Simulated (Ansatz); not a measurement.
Compare A (`FC[SiH2]I`) with its isomer B (`FC([SiH3])I`).

Calculated with Ansatz (gas phase, PBE0-D4/def2-TZVP geometries, no zero-point term in ΔE). CBS: MP2 limit from def2 TZ/QZ plus the TZ coupled-cluster correction, frozen cores. Functionals use def2-TZVPP. B3LYP here is the variant with VWN-RPA as its local correlation; programs differ in this. Elements past krypton have def2 core potentials. For I outer-core shells are correlated without core-valence functions, which leaves a few kJ/mol of doubt a bond. Each species was taken in one conformer, which may not be the lowest.

A:

Z-matrix (Å, degrees):
```
C
Si 1 1.891
F 1 1.384 2 111.2
H 1 1.097 2 109.5 3 -119.8
H 1 1.095 2 111.0 3 121.1
I 2 2.435 1 110.2 3 -64.4
H 2 1.484 1 108.2 3 176.9
H 2 1.481 1 110.6 3 55.4
```

B:

Z-matrix (Å, degrees):
```
C
Si 1 1.900
I 1 2.160 2 108.5
F 1 1.367 2 111.7 3 -120.9
H 1 1.091 2 114.5 3 115.4
H 2 1.487 1 108.5 3 178.4
H 2 1.480 1 108.7 3 58.3
H 2 1.482 1 107.6 3 -62.4
```

(1) Which is lower in electronic energy at CCSD(T)/CBS, and by how much? (An estimate is asked.)

(2) Give E(B) − E(A) in kcal/mol with MP2/def2-TZVPP, r2SCAN-D4, CCSD/def2-TZVPP, ωB97M-V, CCSD(T)/def2-TZVPP, B3LYP, B3LYP-D4. (Best estimate.)

Largest T1 diagnostic: 0.011.

Results:

(1) Computed: A, by 30.0 kcal/mol.

(2) Ansatz gave: MP2/def2-TZVPP 30.5, r2SCAN-D4 30.1, CCSD/def2-TZVPP 30.5, ωB97M-V 30.7, CCSD(T)/def2-TZVPP 29.4, B3LYP 29.9, B3LYP-D4 29.4. None reverses the order clearly.

In def2-TZVPP, CCSD(T) changes the Hartree–Fock value by −4.9 kcal/mol (the triples alone add −1.1 kcal/mol) and MP2 by −3.8 kcal/mol. From PBE to PBE0 (25 % exact exchange), in def2-TZVPP and without D4, E(B) − E(A) moves by +2.4 kcal/mol.
